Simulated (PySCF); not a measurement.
How methods differ on the ionisation energy of K⁺

K⁺ [Ar] (1S) → K²⁺ [Ne] 3s2 3p5 (2P), as a difference of total energies. All numbers are calculated (PySCF 2.14, scalar relativity by spin-free X2C-1e, in Sapporo-DKH3-DZP-2012 (6s5p1d, 26 functions)). Correlated levels: valence: [Ne] 3s2 frozen. The calculations carry no spin-orbit coupling.

```json
{"method": "UHF", "ionisation energy (eV)": "30.477"}
{"method": "PBE0", "ionisation energy (eV)": "31.638"}
{"method": "MN15", "ionisation energy (eV)": "31.760"}
{"method": "MP2 (valence)", "ionisation energy (eV)": "31.697"}
{"method": "SCS-MP2 (valence)", "ionisation energy (eV)": "31.627"}
{"method": "CCSD (valence)", "ionisation energy (eV)": "31.641"}
{"method": "CCSD(T) (valence)", "ionisation energy (eV)": "31.649"}
```

**Question.** How much does correlation contribute at CCSD(T) (valence)?

**Answer.** 31.649 − (30.477) = 1.172 eV, measured against UHF.

The reference lies between the lowest fine-structure levels, while these numbers refer to the centres of the terms.

Errors of the correlated levels include the incompleteness of this basis and the frozen core.

For comparison: 31.625 eV (measured; NIST Atomic Spectra Database, ionization energies).
